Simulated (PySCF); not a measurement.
Where the electron goes

CH3BF4Si.
Atom-mapped SMILES: `[F:1][B:2]([F:3])[SiH2:4][CH:5]([F:6])[F:7]` (hydrogens: H8, H9 on Si4; H10 on C5)

Geometry (PBE0-D3(BJ)/def2-SVP, Å), atoms numbered from 1 in this order:
```
atom  x, y, z in Å
F1     2.684    1.048    0.684
B2     1.752    0.540   -0.095
F3     1.903    0.714   -1.394
Si4    0.156   -0.493    0.622
C5    -1.372   -0.046   -0.459
F6    -2.490   -0.638    0.032
F7    -1.553    1.304   -0.419
H8     0.398   -1.962    0.490
H9    -0.152   -0.150    2.039
H10   -1.272   -0.337   -1.521
```

Method: TDDFT CAM-B3LYP/def2-SVPD, vertical, gas phase, core orbitals frozen in the response in PySCF 2.14.0, density-fitted response routines.

Kohn–Sham orbitals with the atoms that hold most of them (Löwdin shares over 4%, at most four atoms; ? is withheld):

```
orbital  ε (eV)                            atoms
 HOMO-3  -13.30   F6 32%, F7 30%, C5 17%, H10 9%
 HOMO-2  -11.87          Si4 41%, H9 24%, H8 24%
 HOMO-1  -11.06                                ?
   HOMO       ?                                ?
   LUMO   -0.41  B2 36%, Si4 23%, F1 13%, F3 12%
 LUMO+1    0.81    B2 48%, Si4 19%, F3 7%, F1 6%
 LUMO+2    1.12   Si4 32%, B2 14%, H8 11%, C5 9%
```

Give the leading atoms of the HOMO-1.

Si4 (bonded to B, C and 2 H) 32%; B2 (bonded to 2 F and Si) 20%; F3 (bonded to B) 11%; H8 (bonded to Si) 9%.

Give the leading atoms of the HOMO.

C5 (bonded to 2 F, Si and H) 26%; Si4 (bonded to B, C and 2 H) 19%; F6 (bonded to C) 19%; F7 (bonded to C) 16%. By element: fluorine 35% or more, carbon 26%, silicon 19%.

What is the HOMO energy, and the HOMO–LUMO gap?

ε(HOMO) = -10.36 eV; the gap is 9.96 eV (0.3658 hartree).

How does S1 compare with the orbital gap of 9.96 eV?

S1 is at 6.56 eV (f = 0.040), 3.39 eV below the gap, made of HOMO→LUMO (66%), HOMO-1→LUMO (30%). Without the coupling terms of the response equations the lowest excitation would equal the gap.

Next come S2 at 7.06 eV (f 0.025), HOMO-1→LUMO (64%), HOMO→LUMO (31%); S3 at 8.09 eV (f 0.029), HOMO-2→LUMO (72%), HOMO→LUMO+2 (10%), HOMO→LUMO+3 (9%); S4 at 8.16 eV (f 0.027), HOMO→LUMO+2 (47%), HOMO→LUMO+1 (32%); S5 at 8.31 eV (f 0.033), HOMO→LUMO+3 (58%), HOMO-2→LUMO (13%), HOMO-1→LUMO+2 (9%).

Löwdin shares depend on the basis, the more so with diffuse functions.

One conformer stands for the species.
